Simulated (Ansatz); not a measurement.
Level of theory: Ansatz (an electronic-structure program) with PBE-D3(BJ)/def2-SVP. No frequencies were computed at this level.

Ansatz 0.2 input:
```yaml
crystal:
  periodic: [false, false, false]
  atoms:
    - { symbol: N, position_ang: [5.554155, -0.412518, -0.590762] }
    - { symbol: C, position_ang: [4.431231, -0.396097, -0.35422] }
    - { symbol: C, position_ang: [3.062107, -0.371033, -0.0729] }
    - { symbol: C, position_ang: [2.078415, 0.168265, -0.847378] }
    - { symbol: C, position_ang: [0.788408, 0.029294, -0.270327] }
    - { symbol: C, position_ang: [-0.447578, 0.454923, -0.764403] }
    - { symbol: C, position_ang: [-1.607513, 0.228639, -0.049316] }
    - { symbol: Si, position_ang: [-3.286083, 0.820453, -0.684979] }
    - { symbol: C, position_ang: [-1.520763, -0.438555, 1.18299] }
    - { symbol: C, position_ang: [-0.321467, -0.873922, 1.701572] }
    - { symbol: C, position_ang: [0.83469, -0.637066, 0.971165] }
    - { symbol: S, position_ang: [2.45633, -1.082865, 1.410584] }
    - { symbol: H, position_ang: [2.266836, 0.646797, -1.792278] }
    - { symbol: H, position_ang: [-0.482017, 0.964382, -1.716424] }
    - { symbol: H, position_ang: [-3.158248, 1.143336, -2.105897] }
    - { symbol: H, position_ang: [-3.682534, 2.00878, 0.074577] }
    - { symbol: H, position_ang: [-4.264613, -0.249481, -0.484097] }
    - { symbol: H, position_ang: [-2.427863, -0.616961, 1.741892] }
    - { symbol: H, position_ang: [-0.273495, -1.386371, 2.6502] }
basis:
  gaussian: { orbitals: def2-svp }
hamiltonian:
  xc: pbe
  dispersion: d3bj
relax:
  max_steps: 150
```

Output:

```
Functional definition: PBE
2401 factors; their error is unknown
mean field evaluation 1: about -29588.9651 eV, gradient 9.2e1 eV
mean field evaluation 2: about -29460.8571 eV, gradient 2.3e2 eV
mean field evaluation 4: about -29608.8413 eV, gradient 4.0e1 eV
mean field evaluation 8: about -29613.1993 eV, gradient 9.1e-1 eV
mean field evaluation 16: about -29613.0360 eV, gradient 2.7e-2 eV
mean field -29613.03603336 eV, -1088.2590017892 hartree, gradient 1.8e-5 eV, S^2 0.000000; 0 other end points of the search recorded, 0 dependent functions left out
reference -29613.03607679 eV, -1088.2590033854 hartree; 49, 49 occupied and 162, 162 virtual orbitals, 2401 factors
relax step   1: F+E_penalty+E_count = -29613.74362386 eV  Δ(F+E_penalty+E_count) = +0.000e0 eV  max|allowed force component| = 3.388e0 eV/Å  Δτ_max = 0.0000 Å  (38 SCF iters, accepted)
these checks for a lower state are left out or cut short: starts, cluster_reference, orbital_swaps, neighbouring_geometries, increment
2401 factors; their error is unknown
mean field evaluation 32: about -29613.2498 eV, gradient 1.6e-5 eV
mean field -29613.24978801 eV, -1088.2668571278 hartree, gradient 1.6e-5 eV, S^2 0.000000; 0 other end points of the search recorded, 0 dependent functions left out
reference -29613.24983214 eV, -1088.2668587493 hartree; 49, 49 occupied and 162, 162 virtual orbitals, 2401 factors
relax step   2: F+E_penalty+E_count = -29613.95212303 eV  Δ(F+E_penalty+E_count) = -2.085e-1 eV  max|allowed force component| = 3.139e-1 eV/Å  Δτ_max = 0.0760 Å  (36 SCF iters, accepted)
these checks for a lower state are left out or cut short: starts, cluster_reference, orbital_swaps, neighbouring_geometries, increment
2401 factors; their error is unknown
mean field -29613.26486694 eV, -1088.2674112683 hartree, gradient 1.9e-5 eV, S^2 0.000000; 0 other end points of the search recorded, 0 dependent functions left out
reference -29613.26491128 eV, -1088.2674128976 hartree; 49, 49 occupied and 162, 162 virtual orbitals, 2401 factors
relax step   3: F+E_penalty+E_count = -29613.96581922 eV  Δ(F+E_penalty+E_count) = -1.370e-2 eV  max|allowed force component| = 4.885e-2 eV/Å  Δτ_max = 0.0181 Å  (36 SCF iters, accepted)
these checks for a lower state are left out or cut short: starts, cluster_reference, orbital_swaps, neighbouring_geometries, increment
2401 factors; their error is unknown
mean field -29613.26512277 eV, -1088.2674206698 hartree, gradient 1.9e-5 eV, S^2 0.000000; 0 other end points of the search recorded, 0 dependent functions left out
reference -29613.26516712 eV, -1088.2674222995 hartree; 49, 49 occupied and 162, 162 virtual orbitals, 2401 factors
relax step   4: F+E_penalty+E_count = -29613.96602719 eV  Δ(F+E_penalty+E_count) = -2.080e-4 eV  max|allowed force component| = 3.067e-2 eV/Å  Δτ_max = 0.0044 Å  (37 SCF iters, accepted)
these checks for a lower state are left out or cut short: starts, cluster_reference, orbital_swaps, neighbouring_geometries, increment
2401 factors; their error is unknown
mean field -29613.26535065 eV, -1088.2674290443 hartree, gradient 1.9e-5 eV, S^2 0.000000; 0 other end points of the search recorded, 0 dependent functions left out
reference -29613.26539498 eV, -1088.2674306734 hartree; 49, 49 occupied and 162, 162 virtual orbitals, 2401 factors
relax step   5: F+E_penalty+E_count = -29613.96631475 eV  Δ(F+E_penalty+E_count) = -2.876e-4 eV  max|allowed force component| = 2.465e-2 eV/Å  Δτ_max = 0.0259 Å  (36 SCF iters, accepted)
these checks for a lower state are left out or cut short: starts, cluster_reference, orbital_swaps, neighbouring_geometries, increment
2401 factors; their error is unknown
mean field -29613.26557918 eV, -1088.2674374425 hartree, gradient 1.9e-5 eV, S^2 0.000000; 0 other end points of the search recorded, 0 dependent functions left out
reference -29613.26562348 eV, -1088.2674390707 hartree; 49, 49 occupied and 162, 162 virtual orbitals, 2401 factors
relax step   6: F+E_penalty+E_count = -29613.96653020 eV  Δ(F+E_penalty+E_count) = -2.155e-4 eV  max|allowed force component| = 7.515e-3 eV/Å  Δτ_max = 0.0231 Å  (36 SCF iters, accepted)
these checks for a lower state are left out or cut short: starts, cluster_reference, orbital_swaps, neighbouring_geometries, increment
2401 factors; their error is unknown
mean field evaluation 64: about -29613.2655 eV, gradient 4.1e-1 eV
mean field -29613.26584551 eV, -1088.2674472301 hartree, gradient 1.9e-5 eV, S^2 0.000000; 0 other end points of the search recorded, 0 dependent functions left out
reference -29613.26588975 eV, -1088.2674488557 hartree; 49, 49 occupied and 162, 162 virtual orbitals, 2401 factors
relax step   7: F+E_penalty+E_count = -29613.96678667 eV  Δ(F+E_penalty+E_count) = -2.565e-4 eV  max|allowed force component| = 1.994e-2 eV/Å  Δτ_max = 0.0549 Å  (35 SCF iters, accepted)
these checks for a lower state are left out or cut short: starts, cluster_reference, orbital_swaps, neighbouring_geometries, increment
2401 factors; their error is unknown
mean field -29613.26601670 eV, -1088.2674535212 hartree, gradient 1.8e-5 eV, S^2 0.000000; 0 other end points of the search recorded, 0 dependent functions left out
reference -29613.26606087 eV, -1088.2674551444 hartree; 49, 49 occupied and 162, 162 virtual orbitals, 2401 factors
relax step   8: F+E_penalty+E_count = -29613.96689993 eV  Δ(F+E_penalty+E_count) = -1.133e-4 eV  max|allowed force component| = 3.937e-2 eV/Å  Δτ_max = 0.0678 Å  (35 SCF iters, accepted)
these checks for a lower state are left out or cut short: starts, cluster_reference, orbital_swaps, neighbouring_geometries, increment
2401 factors; their error is unknown
mean field -29613.26615903 eV, -1088.2674587514 hartree, gradient 1.9e-5 eV, S^2 0.000000; 0 other end points of the search recorded, 0 dependent functions left out
reference -29613.26620319 eV, -1088.2674603745 hartree; 49, 49 occupied and 162, 162 virtual orbitals, 2401 factors
relax step   9: F+E_penalty+E_count = -29613.96707071 eV  Δ(F+E_penalty+E_count) = -1.708e-4 eV  max|allowed force component| = 3.663e-2 eV/Å  Δτ_max = 0.0059 Å  (37 SCF iters, accepted)
these checks for a lower state are left out or cut short: starts, cluster_reference, orbital_swaps, neighbouring_geometries, increment
2401 factors; their error is unknown
mean field -29613.26630020 eV, -1088.2674639393 hartree, gradient 1.9e-5 eV, S^2 0.000000; 0 other end points of the search recorded, 0 dependent functions left out
reference -29613.26634434 eV, -1088.2674655617 hartree; 49, 49 occupied and 162, 162 virtual orbitals, 2401 factors
relax step  10: F+E_penalty+E_count = -29613.96724288 eV  Δ(F+E_penalty+E_count) = -1.722e-4 eV  max|allowed force component| = 2.391e-3 eV/Å  Δτ_max = 0.0129 Å  (37 SCF iters, accepted)
these checks for a lower state are left out or cut short: starts, cluster_reference, orbital_swaps, neighbouring_geometries, increment
2401 factors; their error is unknown
mean field evaluation 96: about -29613.2664 eV, gradient 1.9e-5 eV
mean field -29613.26643770 eV, -1088.2674689925 hartree, gradient 1.9e-5 eV, S^2 0.000000; 0 other end points of the search recorded, 0 dependent functions left out
reference -29613.26648183 eV, -1088.2674706145 hartree; 49, 49 occupied and 162, 162 virtual orbitals, 2401 factors
relax step  11: F+E_penalty+E_count = -29613.96737181 eV  Δ(F+E_penalty+E_count) = -1.289e-4 eV  max|allowed force component| = 6.110e-3 eV/Å  Δτ_max = 0.0407 Å  (35 SCF iters, accepted)
these checks for a lower state are left out or cut short: starts, cluster_reference, orbital_swaps, neighbouring_geometries, increment
2401 factors; their error is unknown
mean field -29613.26625782 eV, -1088.2674623820 hartree, gradient 1.9e-5 eV, S^2 0.000000; 0 other end points of the search recorded, 0 dependent functions left out
reference -29613.26630205 eV, -1088.2674640075 hartree; 49, 49 occupied and 162, 162 virtual orbitals, 2401 factors
relax step  12: F+E_penalty+E_count = -29613.96710359 eV  Δ(F+E_penalty+E_count) = +2.682e-4 eV  max|allowed force component| = 5.786e-2 eV/Å  Δτ_max = 0.1052 Å  (34 SCF iters, rejected (line search))
these checks for a lower state are left out or cut short: starts, cluster_reference, orbital_swaps, neighbouring_geometries, increment
2401 factors; their error is unknown
mean field -29613.26657562 eV, -1088.2674740610 hartree, gradient 1.9e-5 eV, S^2 0.000000; 0 other end points of the search recorded, 0 dependent functions left out
reference -29613.26661979 eV, -1088.2674756843 hartree; 49, 49 occupied and 162, 162 virtual orbitals, 2401 factors
relax step  13: F+E_penalty+E_count = -29613.96747008 eV  Δ(F+E_penalty+E_count) = -9.826e-5 eV  max|allowed force component| = 1.797e-2 eV/Å  Δτ_max = 0.0513 Å  (35 SCF iters, accepted)
these checks for a lower state are left out or cut short: starts, cluster_reference, orbital_swaps, neighbouring_geometries, increment
2401 factors; their error is unknown
mean field -29613.26654974 eV, -1088.2674731098 hartree, gradient 1.9e-5 eV, S^2 0.000000; 0 other end points of the search recorded, 0 dependent functions left out
reference -29613.26659393 eV, -1088.2674747340 hartree; 49, 49 occupied and 162, 162 virtual orbitals, 2401 factors
relax step  14: F+E_penalty+E_count = -29613.96748427 eV  Δ(F+E_penalty+E_count) = -1.420e-5 eV  max|allowed force component| = 2.036e-2 eV/Å  Δτ_max = 0.0344 Å  (36 SCF iters, accepted)
these checks for a lower state are left out or cut short: starts, cluster_reference, orbital_swaps, neighbouring_geometries, increment
2401 factors; their error is unknown
mean field -29613.26661240 eV, -1088.2674754127 hartree, gradient 1.2e-5 eV, S^2 0.000000; 0 other end points of the search recorded, 0 dependent functions left out
reference -29613.26665660 eV, -1088.2674770370 hartree; 49, 49 occupied and 162, 162 virtual orbitals, 2401 factors
relax step  15: F+E_penalty+E_count = -29613.96753320 eV  Δ(F+E_penalty+E_count) = -4.893e-5 eV  max|allowed force component| = 1.060e-2 eV/Å  Δτ_max = 0.0023 Å  (26 SCF iters, accepted)
these checks for a lower state are left out or cut short: starts, cluster_reference, orbital_swaps, neighbouring_geometries, increment
2401 factors; their error is unknown
mean field evaluation 128: about -29613.2666 eV, gradient 2.2e-3 eV
mean field -29613.26662746 eV, -1088.2674759662 hartree, gradient 1.9e-5 eV, S^2 0.000000; 0 other end points of the search recorded, 0 dependent functions left out
reference -29613.26667166 eV, -1088.2674775906 hartree; 49, 49 occupied and 162, 162 virtual orbitals, 2401 factors
relax step  16: F+E_penalty+E_count = -29613.96756108 eV  Δ(F+E_penalty+E_count) = -2.789e-5 eV  max|allowed force component| = 2.563e-3 eV/Å  Δτ_max = 0.0042 Å  (37 SCF iters, accepted)
2401 factors; their error is unknown
mean field -29613.26662746 eV, -1088.2674759662 hartree, gradient 2.2e-5 eV, S^2 0.000000; 1 other end points of the search recorded, 0 dependent functions left out
reference -29613.26667166 eV, -1088.2674775906 hartree; 49, 49 occupied and 162, 162 virtual orbitals, 2401 factors
Total energy: -29613.96760528 eV, -1088.2932364260 hartree
Atom 0 at     5.637466    -0.483266    -0.603237 Å, force     0.000020    -0.000261     0.000348 eV/Å
Atom 1 at     4.485156    -0.438174    -0.373189 Å, force    -0.000358     0.000099    -0.000406 eV/Å
Atom 2 at     3.097323    -0.387392    -0.088934 Å, force     0.000542    -0.000363     0.000605 eV/Å
Atom 3 at     2.093768     0.145890    -0.880370 Å, force    -0.000294     0.000321    -0.000731 eV/Å
Atom 4 at     0.796789     0.028525    -0.282742 Å, force    -0.000160     0.000789    -0.001145 eV/Å
Atom 5 at    -0.460665     0.450985    -0.780614 Å, force     0.002563    -0.000055    -0.000495 eV/Å
Atom 6 at    -1.628854     0.241971    -0.034221 Å, force    -0.001449    -0.000638     0.001733 eV/Å
Atom 7 at    -3.306795     0.808609    -0.691958 Å, force     0.000062    -0.000116     0.000159 eV/Å
Atom 8 at    -1.531271    -0.403165     1.233536 Å, force    -0.002030     0.000411    -0.000189 eV/Å
Atom 9 at    -0.309764    -0.832803     1.755406 Å, force     0.000614     0.000180    -0.000175 eV/Å
Atom 10 at     0.852983    -0.614613     0.993419 Å, force     0.000844    -0.000522     0.000649 eV/Å
Atom 11 at     2.485623    -1.057040     1.426436 Å, force     0.000231     0.000208    -0.000388 eV/Å
Atom 12 at     2.289564     0.605476    -1.857964 Å, force    -0.001030    -0.000132     0.000522 eV/Å
Atom 13 at    -0.503883     0.945822    -1.763796 Å, force     0.000734    -0.000300     0.000161 eV/Å
Atom 14 at    -3.117538     1.407522    -2.057935 Å, force     0.000212    -0.000049     0.000684 eV/Å
Atom 15 at    -3.917377     1.836843     0.222635 Å, force    -0.000485    -0.000190     0.000145 eV/Å
Atom 16 at    -4.260439    -0.352671    -0.781227 Å, force    -0.000180    -0.000117    -0.000325 eV/Å
Atom 17 at    -2.442598    -0.573957     1.828971 Å, force    -0.000191     0.000720    -0.001138 eV/Å
Atom 18 at    -0.259490    -1.328561     2.735783 Å, force     0.000355     0.000015    -0.000012 eV/Å
Dipole moment:    -0.813338     0.034488     0.157066 e Å
```

Cost: very roughly 3 core-minutes.
